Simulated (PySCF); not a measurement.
SnI2, SMILES [I][Sn][I] (connectivity only; charge and spin as stated), neutral, multiplicity 1. Atoms are numbered in the order given.

```xyz
3

Sn     0.0000     0.0000     1.1994
I      0.0000     2.1387    -0.5657
I      0.0000    -2.1387    -0.5657
```
Charge 0, spin multiplicity 1.

Coordinates come from a B3LYP-D3(BJ)/def2-SVP optimisation. The isomer is the one that the SMILES or the coordinates give; other isomers of the formula were not compared. The def2 effective core potentials stand for the cores of I, Sn; spin–orbit coupling is left out.

Computed with M06-2X/def2-TZVPD run with PySCF.

Symmetry labels are those of the subgroup C2v that the program uses (full group C2v).

Computed valence orbital energies around the gap with their symmetry:
| orbital | symmetry | energy (eV) |
|---|---|---|
| HOMO−7 | B2 | -20.81 |
| HOMO−6 | A1 | -14.15 |
| HOMO−5 | B2 | -10.06 |
| HOMO−4 | A1 | -9.42 |
| HOMO−3 | B1 | -9.20 |
| HOMO−2 | A2 | -8.73 |
| HOMO−1 | B2 | -8.47 |
| HOMO | A1 | -8.24 |
| LUMO | B1 | -2.62 |
| LUMO+1 | A1 | -0.99 |
| LUMO+2 | B2 | -0.66 |
| LUMO+3 | A1 | 0.14 |
